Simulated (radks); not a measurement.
Task: Sb+, 50 electrons, occupied as [Kr] 4d9 5s2 5p2 6p1 (not the ground configuration). Method: scalar-relativistic Kohn-Sham, exchange-only r2SCAN, spin-polarised, spherical densities, finite nucleus; open shells are filled with parallel spins first (spin-orbit coupling, left out, can overturn this in heavy ions); meta-GGA in the generalised Kohn-Sham scheme; Fermi nuclear charge, rms radius 4.6802 fm; computed with a radial shooting solver on a logarithmic mesh with Libxc functionals. Some entries of the table are withheld. Estimate them.

orbital  occ.  eigenvalue (hartree)  r(max) (bohr)  <r^2> (bohr^2)
1s up       1             -1116.557        0.01835        0.001094
1s down     1             -1116.553        0.01835        0.001094
2s up       1             -171.2186         0.1036         0.01772
2s down     1             -171.2018         0.1036         0.01772
2p up       3             -153.6766        0.08307         0.01402
2p down     3             -153.6618        0.08307         0.01401
3s up       1             -34.45998         0.2994          0.1243
3s down     1             -34.45370         0.2994          0.1243
3p up       3             -28.69673         0.2931          0.1250
3p down     3             -28.68781         0.2931          0.1249
3d up       5             -19.92136         0.2447          0.1105
3d down     5             -19.90576         0.2447          0.1105
4s up       1              -6.40868         0.7227          0.7023
4s down     1              -6.34803         0.7227          0.7027
4p up       3              -4.61932         0.7608          0.8163
4p down     3              -4.55888         0.7608          0.8158
4d up       5              -1.99172         0.8383           1.182
4d down     4              -1.92812         0.8385           1.168
5s up       1              -1.02932          1.824           4.728
5s down     1              -0.90920          1.809           4.702
5p up       2              -0.65284            (1)           6.525
5p down     0              -0.52522            (2)           6.308
6s up       0              -0.23981          4.894           33.79
5d up       0              -0.20945          3.143             (3)
6p up       1              -0.17306          5.915           45.41

Result: 
(1) 5p up r(max) (bohr): 2.099
(2) 5p down r(max) (bohr): 2.086
(3) 5d up <r^2> (bohr^2): 19.86
